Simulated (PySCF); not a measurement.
Species: N,N-dimethylpropionamide, C5H11NO.
Atom-mapped SMILES: `[CH3:1][CH2:2][C:3](=[O:4])[N:5]([CH3:6])[CH3:7]` (hydrogens: H8, H9, H10 on C1; H11, H12 on C2; H13, H14, H15 on C6; H16, H17, H18 on C7)

The geometry is computed with GFN2-xTB (gas phase).

Give the optimised bond lengths and angles.

```json
{"bond": "C1–C2", "length (Å)": "1.523", "order": "single"}
{"bond": "C2–C3", "length (Å)": "1.520", "order": "single"}
{"bond": "C3=O4", "length (Å)": "1.216", "order": "double"}
{"bond": "C3–N5", "length (Å)": "1.359", "order": "single"}
{"bond": "N5–C6", "length (Å)": "1.443", "order": "single"}
{"bond": "N5–C7", "length (Å)": "1.446", "order": "single"}
{"bond": "C1–H8, C1–H9, C1–H10", "length (Å)": "1.087", "order": "single"}
{"bond": "C2–H11, C2–H12", "length (Å)": "1.093", "order": "single"}
{"bond": "C6–H13, C6–H14, C6–H15", "length (Å)": "1.091", "order": "single"}
{"bond": "C7–H16, C7–H17, C7–H18", "length (Å)": "1.091", "order": "single"}
```

Bonds in one row agree within 0.01 Å and their mean is given. Orders are formal, as drawn. A selection of angles:
```json
{"angle": "C2–C1–H8", "degrees": "110.1"}
{"angle": "C2–C1–H10", "degrees": "110.6"}
{"angle": "H8–C1–H9", "degrees": "107.8"}
{"angle": "H8–C1–H10", "degrees": "109.0"}
{"angle": "C1–C2–C3", "degrees": "111.0"}
{"angle": "C1–C2–H11", "degrees": "110.0"}
{"angle": "C3–C2–H11", "degrees": "109.1"}
{"angle": "H11–C2–H12", "degrees": "107.8"}
{"angle": "C2–C3–O4", "degrees": "122.6"}
{"angle": "C2–C3–N5", "degrees": "115.5"}
{"angle": "O4–C3–N5", "degrees": "121.8"}
{"angle": "C3–N5–C6", "degrees": "123.9"}
{"angle": "C3–N5–C7", "degrees": "119.2"}
{"angle": "C6–N5–C7", "degrees": "117.0"}
{"angle": "N5–C6–H13", "degrees": "111.5"}
{"angle": "N5–C6–H14", "degrees": "108.7"}
{"angle": "H13–C6–H14", "degrees": "108.3"}
{"angle": "N5–C7–H16", "degrees": "110.6"}
{"angle": "N5–C7–H18", "degrees": "107.7"}
{"angle": "H16–C7–H17", "degrees": "109.3"}
```

Torsions: C1–C2–C3–O4 -2° (synperiplanar); C2–C3–N5–C6 0° (synperiplanar). The mirror-image conformer, all signs reversed, is as good.

Of the pairs four or more bonds apart, O4···H18 is among the closest relative to their van der Waals radii: 2.21 Å, 81 % of the sum of Bondi's values. The 7 heavy atoms lie in one plane (0.011 Å rms). The C–N distances run from 1.359 Å (C3–N5, drawn single) to 1.446 Å (N5–C7, drawn single), a spread of 0.087 Å. N5 (amide nitrogen) is planar (angles 123.9°, 119.2° and 117.0°, sum 360.0°, 0.01 Å off the plane of its three neighbours).

Point group: near Cs, missed by 0.13 Å at most; the miss may be what the optimiser left on a soft mode. Whether it is a minimum is left open (no frequencies). One conformer, not necessarily the lowest.
